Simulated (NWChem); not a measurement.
System: C$_{4}$H$_{5}$F; SMILES C=CC(=C)F

Parts of the log:

```
             Northwest Computational Chemistry Package (NWChem) 7.3.0
             --------------------------------------------------------

                             Geometry "geometry" -> ""
                             -------------------------

 Output coordinates in angstroms (scale by  1.889725989 to convert to a.u.)

  No.       Tag          Charge          X              Y              Z
 ---- ---------------- ---------- -------------- -------------- --------------
    1 C                    6.0000     0.05735600    -1.94355100     0.00000000
    2 C                    6.0000    -0.65660700    -0.81179200     0.00000000
    3 C                    6.0000    -0.06557900     0.51845200     0.00000000
    4 C                    6.0000    -0.73260700     1.67687200     0.00000000
    5 F                    9.0000     1.27159900     0.52580900     0.00000000
    6 H                    1.0000     1.14963900    -1.91941500     0.00000000
    7 H                    1.0000    -0.43151500    -2.91995900     0.00000000
    8 H                    1.0000    -1.75012900    -0.83951800     0.00000000
    9 H                    1.0000    -1.82232900     1.67784600     0.00000000
   10 H                    1.0000    -0.19812700     2.62765500     0.00000000

 Effective nuclear repulsion energy (a.u.)     159.8215103012

                              NWChem Property Module
                              ----------------------

                                 NWChem DFT Module
                                 -----------------

 Summary of "ao basis" -> "ao basis" (spherical)
 ------------------------------------------------------------------------------
       Tag                 Description            Shells   Functions and Types
 ---------------- ------------------------------  ------  ---------------------
 C                         def2-svpd                 8       20   4s2p2d
 F                         def2-svpd                 9       23   4s3p2d
 H                         def2-svpd                 4        8   2s2p

            General Information
            -------------------
          SCF calculation type: DFT
          Wavefunction type:  closed shell.
          No. of atoms     :    10
          No. of electrons :    38
           Alpha electrons :    19
            Beta electrons :    19
          Charge           :     0
          Spin multiplicity:     1
          Use of symmetry is: off; symmetry adaption is: off
          Maximum number of iterations: 150
          AO basis - number of functions:   143
                     number of shells:    61
          Convergence on energy requested:  1.00D-06
          Convergence on density requested:  1.00D-05
          Convergence on gradient requested:  5.00D-04

              XC Information
              --------------
                        Slater Exchange Functional  1.000 local
                      VWN V Correlation Functional  1.000 local

             Grid Information
             ----------------
          Grid used for XC integration:  medium
          Radial quadrature: Mura-Knowles
          Angular quadrature: Lebedev.
          Tag              B.-S. Rad. Rad. Pts. Rad. Cut. Ang. Pts.
          ---              ---------- --------- --------- ---------
          C                   0.70       49          12.0       434
          F                   0.50       49          11.0       434
          H                   0.35       45          13.0       434
          Grid pruning is: on
          Number of quadrature shells:   470
          Spatial weights used:  Erf1

      Superposition of Atomic Density Guess
      -------------------------------------

 Sum of atomic energies:        -252.29385105

      Non-variational initial energy
      ------------------------------

 Total energy =    -255.041080
 1-e energy   =    -659.703546
 2-e energy   =     244.840955
 HOMO         =      -0.273446
 LUMO         =      -0.041915

   convergence    iter        energy       DeltaE   RMS-Dens  Diis-err
 ---------------- ----- ----------------- --------- --------- ---------
 d= 0,ls=0.0,diis     1   -252.8960943909 -4.13D+02  2.18D-02  1.08D+00
 d= 0,ls=0.0,diis     2   -252.8243303379  7.18D-02  9.29D-03  1.62D+00
 d= 0,ls=0.0,diis     3   -252.9489586235 -1.25D-01  4.64D-03  2.74D-01
 d= 0,ls=0.0,diis     4   -252.9732144029 -2.43D-02  1.48D-03  3.64D-02
 d= 0,ls=0.0,diis     5   -252.9779314188 -4.72D-03  3.10D-04  2.85D-03
  Resetting Diis
 d= 0,ls=0.0,diis     6   -252.9781757551 -2.44D-04  1.62D-04  2.56D-04
 d= 0,ls=0.0,diis     7   -252.9782028355 -2.71D-05  1.39D-04  3.35D-05
 d= 0,ls=0.0,diis     8   -252.9781660512  3.68D-05  9.89D-05  2.93D-04
 d= 0,ls=0.0,diis     9   -252.9782073581 -4.13D-05  1.38D-05  2.12D-06
 d= 0,ls=0.0,diis    10   -252.9782076279 -2.70D-07  3.44D-06  2.07D-07

         Total DFT energy =     -252.978207627860
      One electron energy =     -663.264559394347
           Coulomb energy =      282.205730824424
    Exchange-Corr. energy =      -31.740889359148
 Nuclear repulsion energy =      159.821510301211

 Numeric. integr. density =       38.000004396366

                       DFT Final Molecular Orbital Analysis
                       ------------------------------------

[...]

 DFT Linear Response polarizability / au
 Frequency  =       0.0000000 / au
              X              Y              Z
 -----------------------------------------------
 X      50.4777268    -10.4815361     -0.0000000
 Y     -10.4815445     84.3648850      0.0000001
 Z      -0.0000000      0.0000001     35.5521194
 -----------------------------------------------
 Eigenvalues =      47.4977652     87.3448466     35.5521194
 Isotropic   =      56.7982437
 Anisotropic =      46.9732633
 -----------------------------------------------

 Magnetic Dipole Response Matrix (nonzero elements):

 Exiting AOResponse driver routine
```

Level: LDA (Slater exchange, VWN5)/def2-SVPD. All runs use the structure optimised with PBE0/def2-SVP.

Question: Reconstruct the input file.

Answer: Several could match; the one computed here: the input that was run:
```
start job
memory heap 200 mb stack 900 mb global 1100 mb
geometry units angstroms noautosym nocenter noautoz
  C      0.057356    -1.943551     0.000000
  C     -0.656607    -0.811792     0.000000
  C     -0.065579     0.518452     0.000000
  C     -0.732607     1.676872     0.000000
  F      1.271599     0.525809     0.000000
  H      1.149639    -1.919415     0.000000
  H     -0.431515    -2.919959     0.000000
  H     -1.750129    -0.839518     0.000000
  H     -1.822329     1.677846     0.000000
  H     -0.198127     2.627655     0.000000
end
basis spherical
  C library def2-svpd
  F library def2-svpd
  H library def2-svpd
end
dft
  xc slater vwn_5
  iterations 150
end
property
  response 1 0.0
end
task dft property
```
